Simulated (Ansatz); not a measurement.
Molecule: sum formula BOBr2, charge 0, multiplicity 2. It need not be the lowest isomer of its formula. 
Structure (B3LYP-D3(BJ)/def2-TZVP (Ansatz, a first-principles code) minimum search):
SMILES: BrB(Br)[O]
```xyz
4

O     -0.1155     1.9195    -0.0992
B     -0.0374     0.6213    -0.0321
Br     1.7215    -0.1595     0.0464
Br    -1.6898    -0.3681    -0.0192
```
Charge 0, spin multiplicity 2.

Computed values are from Ansatz. Valence correlation only, unless marked. UHF or UKS for open shells. Spin-orbit coupling is left out. Frozen are the shells of the preceding noble gas and the d and f shells that filled before the atom's block. Non-relativistic. Basis-set limits of correlation are two-point, X^-3; Hartree-Fock from the larger set (for Q and 5 zeta extrapolated as (X+1)exp(-9√X)).

**Question.** What is the T1 diagnostic at CCSD/cc-pV5Z?

**Answer.** 0.024.

**Question.** What is the atomisation energy De at CCSD(T)/CBS(cc-pVQZ,cc-pV5Z)?

**Answer.** 1294.6 kJ/mol.

**Question.** What is the dipole moment at CCSD(T)/aug-cc-pVDZ?

**Answer.** 0.79 D.

**Question.** What is the total energy at CCSD(T)/CBS(cc-pVQZ,cc-pV5Z)?

**Answer.** -5245.3682 Eh.
